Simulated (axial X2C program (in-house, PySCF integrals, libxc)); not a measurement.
Curves of IO by EOM-IP-CCSD

Computed with an in-house all-electron X2C program for linear molecules (integrals from PySCF): two-component X2C with atomic mean-field Coulomb and Gaunt terms, Gaussian nuclei, basis I dyall-acv3z, O dyall-av3z with contracted cores.

Energies in eV from the lowest point of the lowest state; states are followed by energy order within each Ω. Reference: IO⁻, 14 electrons correlated in 92 virtual spinors with an MP2 remainder; levels at this size can be off by some tenths of an eV. Masses 126.904 and 15.995 u.

```tsv
R (Å)	(1)Ω=3/2	(1)Ω=1/2	(2)Ω=3/2	(2)Ω=1/2	(3)Ω=1/2
1.771	0.1476	0.4451	3.9398	4.1165	4.7016
1.848	0.0000	0.2721	3.3578	3.5937	4.2749
1.925	0.0303	0.2773	3.0191	3.2953	4.0681
2.012	0.2041	0.4248	2.8380	3.1474	4.0045
2.098	0.4724	0.6699	2.7985	3.1320	4.0505
2.214	0.9151	1.0875	2.8826	3.2329	4.1990
```

(1) Fit the curves (1)Ω=3/2, (1)Ω=1/2, (3)Ω=1/2 near their minima.

For IO⁻ at CCSD, and between the minima:

Re = 1.936 Å, ωe = 599.8 cm⁻¹; removing the electron costs 2.230 eV without zero-point terms.

T1 of the reference reaches 0.031 (Lee–Taylor). Curves followed by order can swap character. Number of frozen shells: I 4 s, 3 p, 2 d; O 1 s. Roots with under 60 % one-particle weight at any point are counted in the labels but not shown, and the list ends where the roots sought for some Ω run out; states that need a further excitation are missing and may lie low or lowest. Curves with a minimum but no constants failed the fit check.

## Answers

(1) At EOM-IP-CCSD from IO⁻ (the fit fixes ωe to about one per cent; ωe of higher roots by this method can be off by ten per cent):

```csv
state,Te (cm⁻¹),Re (Å),ωe (cm⁻¹)
(1)Ω=3/2,0,1.870,711.4
(1)Ω=1/2,2120,1.882,690.3
(3)Ω=1/2,32350,2.011,524.5
```
